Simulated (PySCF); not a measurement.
Bi(Me)2 (C₂H₆Bi), SMILES [CH3][Bi][CH3], multiplicity 2.

Geometry optimised at B3LYP-D3(BJ)/def2-SVP. The multiplicity is an assumed one; other spin states were not compared. The isomer is the one that the SMILES or the coordinates give; other isomers of the formula were not compared. The def2 effective core potentials stand for the cores of Bi; spin–orbit coupling is left out.

All values below come from PySCF with TDA-LC-ωPBE/def2-SVPD.

Vertical excitations. The molecule is in vacuum.

```
state    energy (eV)  λ (nm)      f                                                                                                                  main pairs
-------  -----------  ------  -----  --------------------------------------------------------------------------------------------------------------------------
root 1          3.19     389  0.005                                                                                                            β HOMO→LUMO 98 %
root 2          3.82     324  0.000                                                                                        α HOMO→LUMO 79 %, β HOMO−1→LUMO 12 %
root 3          4.36     284  0.000                                                                                        α HOMO→LUMO 12 %, β HOMO−1→LUMO 85 %
root 4          4.58     271  0.006                                                                                                          α HOMO→LUMO+1 79 %
root 5          5.05     246  0.000                                                                                      α HOMO−1→LUMO 37 %, β HOMO→LUMO+1 41 %
root 6          5.38     230  0.157                                                                                      α HOMO→LUMO+2 72 %, α HOMO→LUMO+1 15 %
root 7          5.40     230  0.000  α HOMO−2→LUMO 17 %, α HOMO−1→LUMO+1 16 %, α HOMO−1→LUMO+2 8 %, β HOMO→LUMO+2 19 %, β HOMO−1→LUMO+1 14 %, β HOMO→LUMO+3 6 %
root 8          6.44     193  0.135                                                                   α HOMO−1→LUMO 43 %, α HOMO→LUMO+6 7 %, β HOMO→LUMO+1 37 %
root 9          6.50     191  0.000                                          α HOMO−2→LUMO 29 %, α HOMO−1→LUMO+1 16 %, β HOMO→LUMO+2 22 %, β HOMO−1→LUMO+1 22 %
root 10         6.80     182  0.131                                           α HOMO−1→LUMO+1 35 %, α HOMO−2→LUMO 11 %, β HOMO→LUMO+2 36 %, β HOMO−1→LUMO+1 8 %
```
Unrestricted roots are not spin-pure.
